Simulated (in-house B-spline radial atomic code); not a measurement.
A fraction x of an electron is removed from 3p in V, starting from [Ar] 3d3 4s2 and keeping the highest spin. Level of theory: scalar-relativistic (X2C) RPBE, spin-polarised, spherical fractional occupations, Fermi nucleus of rms radius 3.6002 fm; calculated with a B-spline radial code for spherical atoms.

```
   x  E(x) - E(0) (eV)  3p down level (eV)
   0            0.0000             -42.188
0.17            7.3392             -44.178
0.35                 ?                   ?
0.38                 ?                   ?
 0.5           22.5980             -48.364
0.51           23.0823             -48.497
0.71           33.0511             -51.211
0.83           39.2969             -52.892
0.96           46.2933             -54.752
   1           48.4949             -55.332
```

Q: What belongs in the row x = 0.35?

A: An energy change of 15.4906 eV; 3p down at -46.413 eV.

Q: What belongs in the row x = 0.38?

A: An energy change of 16.8887 eV; 3p down at -46.797 eV.

Q: Check Janak's theorem between x = 0.5 and 0.51.

A: The slope of the energy is 48.43 eV; the orbital levels give 48.43 eV (-ε of the emptying orbital, averaged over the two points).
